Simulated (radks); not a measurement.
The numbers below are computed, except where a source is named.
Isoelectronic series with 51 electrons, all held in the configuration [Kr] 4d10 5s2 5p3, which need not be the ground one along the series. Level of theory: scalar-relativistic Kohn-Sham, PBEsol, spin-polarised, spherical densities, finite nucleus; open shells are filled with parallel spins first (spin-orbit coupling, left out, can overturn this in heavy ions); Fermi nuclear charge, rms radius of each element as measured or else 0.836 A^(1/3) + 0.57 fm (a radial shooting solver on a logarithmic mesh with Libxc functionals). Total energies (hartree) and orbital eigenvalues (Ry) (* marks an orbital that is empty in some or all of the ions):

ion    E (hartree)   5p down*      5p up    5s down
Sb     -6478.49949   -0.25662   -0.40216   -0.85316
Xe3+   -7441.64141   -2.58564   -2.80053   -3.57314
La6+    -8481.4077   -5.94844   -6.21538   -7.33775
Nd9+    -9598.9203  -10.19553  -10.50868  -12.01308
Dy15+  -12073.0078  -21.16951  -21.56773  -23.96489
Tm18+  -13433.1545  -27.86301  -28.30193  -31.22796
Hf21+  -14877.9780  -35.35282  -35.83180  -39.35526

Estimate the row of Eu12+.

Answer. E (hartree) -10795.5585; 5p down* -15.27677; 5p up -15.63327; 5s down -17.55973.
